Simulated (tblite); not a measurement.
hexafluoropropene (C₃F₆), singlet, geometry from GFN2-xTB; GFN1-xTB with ALPB(water) in tblite.

Here is a job for tblite.
```
$ tblite run mol.xyz --method gfn1 --charge 0 --spin 0 --alpb water --json tblite.json --no-restart

# file mol.xyz
9

F      2.49184748    -0.18829557     0.79842098
C      1.31418502     0.24683492     0.42467974
F      1.26067366     1.55824784     0.42112146
C      0.28229877    -0.52520184     0.08521556
F      0.37606850    -1.85663792     0.10149667
C     -1.06436063     0.03101770    -0.34154878
F     -1.61086992     0.78624932     0.61807922
F     -0.95447491     0.80748822    -1.42550070
F     -1.91799358    -0.94215242    -0.62584863
```

Q: Write the output that tblite gives for this input, abridged.

A: 
```
xTB calculator
 | screened Coulomb repulsion
 | Coulomb electrostatics
 |  * isotropic Klopman-Ohno-Mataga-Nishimoto electrostatics
 |  * onsite third-order electrostatics
 | DFT-D3(BJ) dispersion correction
 | Interactions (3)
 | [1] alpb/gbsa reaction field model
 | [2] cds contribution to solvation
 | [3] empirical free energy shift and standard state/solvent correction

halogen bonding energy    0.0000000000000E+00 Eh
repulsion energy          1.1993494253376E-01 Eh
dispersion energy        -2.5757959534217E-03 Eh
interaction energy        8.1830169897645E-03 Eh
number of electrons       5.4000000000000E+01 e
integral cutoff           1.7350510997663E+01 bohr

------------------------------------------------------------
  cycle        total energy    energy error   density error
------------------------------------------------------------
      1     -36.70555857165  -3.6831101E+01   6.4026603E-01
      2     -37.14703685743  -4.4147829E-01   3.2416665E-01
      3     -37.14903316510  -1.9963077E-03   1.6657455E-01
      4     -37.14867933360   3.5383150E-04   2.1595623E-02
      5     -37.14949090072  -8.1156713E-04   4.6692659E-03
      6     -37.14953263278  -4.1732056E-05   6.7271175E-04
      7     -37.14953343658  -8.0380297E-07   1.8934398E-04
      8     -37.14953348199  -4.5408044E-08   1.0060354E-04
      9     -37.14953350385  -2.1865603E-08   2.2751738E-05
     10     -37.14953350498  -1.1256986E-09   1.3929316E-06
------------------------------------------------------------

electronic energy        -3.7275075668550E+01 Eh
total energy             -3.7149533504980E+01 Eh

Post processing:
 | Mayer-Wiberg bond orders

[Info] JSON dump of results written to 'tblite.json'
```
